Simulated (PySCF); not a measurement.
Choosing a basis for TDDFT

Species: BrH4PSi.
InChI=1S/BrH4PSi/c1-3-2/h2-3H2

TDDFT with PBE0 (PySCF), vertical singlets, core orbitals frozen in the response, spherical d and f functions. Isolated species at its PBE0-D3(BJ)/def2-SVP geometry (one conformer only). The PBE0/6-31G* calculation is non-relativistic and has no spin–orbit coupling, an omission that weighs most on bromine.

```json
{"basis": "6-31G*", "functions": "76", "diffuse": "no", "S1 (eV)": "6.09", "S2 (eV)": "6.53", "S3 (eV)": "6.73", "S4 (eV)": "7.00", "S5 (eV)": "7.26", "LUMO (eV)": "-0.41", "α (au)": "61.5"}
{"basis": "def2-SVP", "functions": "88", "diffuse": "no", "S1 (eV)": "6.23", "S2 (eV)": "6.67", "S3 (eV)": "6.89", "S4 (eV)": "7.23", "S5 (eV)": "7.40", "LUMO (eV)": "-0.18", "α (au)": "62.7"}
{"basis": "def2-SVPD", "functions": "121", "diffuse": "yes", "S1 (eV)": "5.98", "S2 (eV)": "6.47", "S3 (eV)": "6.62", "S4 (eV)": "6.72", "S5 (eV)": "6.77", "LUMO (eV)": "-0.57", "α (au)": "77.8"}
{"basis": "aug-cc-pVDZ", "functions": "126", "diffuse": "yes", "S1 (eV)": "5.95", "S2 (eV)": "6.42", "S3 (eV)": "6.44", "S4 (eV)": "6.55", "S5 (eV)": "6.65", "LUMO (eV)": "-0.64", "α (au)": "78.3"}
{"basis": "def2-TZVP", "functions": "146", "diffuse": "no", "S1 (eV)": "6.03", "S2 (eV)": "6.56", "S3 (eV)": "6.72", "S4 (eV)": "6.75", "S5 (eV)": "7.01", "LUMO (eV)": "-0.43", "α (au)": "72.7"}
{"basis": "def2-TZVPD", "functions": "179", "diffuse": "yes", "S1 (eV)": "5.93", "S2 (eV)": "6.46", "S3 (eV)": "6.54", "S4 (eV)": "6.58", "S5 (eV)": "6.64", "LUMO (eV)": "-0.61", "α (au)": "79.0"}
{"basis": "aug-cc-pVTZ", "functions": "251", "diffuse": "yes", "S1 (eV)": "5.94", "S2 (eV)": "6.42", "S3 (eV)": "6.45", "S4 (eV)": "6.53", "S5 (eV)": "6.62", "LUMO (eV)": "-0.64", "α (au)": "79.3"}
```

Task: How much do these states and the polarisability depend on the basis?

Result: States are compared by their number. Against the largest diffuse basis here (aug-cc-pVTZ, itself not a converged limit), sets without diffuse functions differ by up to 0.30 eV in S1 and 0.77 eV in S5; the smaller diffuse sets differ by up to 0.05 and 0.14 eV. State by state, the largest deviation of a set without diffuse functions is S1 0.30, S2 0.25, S3 0.44, S4 0.70, S5 0.77 eV. The same number needn't mean the same state in each row. Against aug-cc-pVTZ the polarisability deviates by -22% in 6-31G*, -21% in def2-SVP, -2% in def2-SVPD, -1% in aug-cc-pVDZ, -8% in def2-TZVP, 0% in def2-TZVPD.
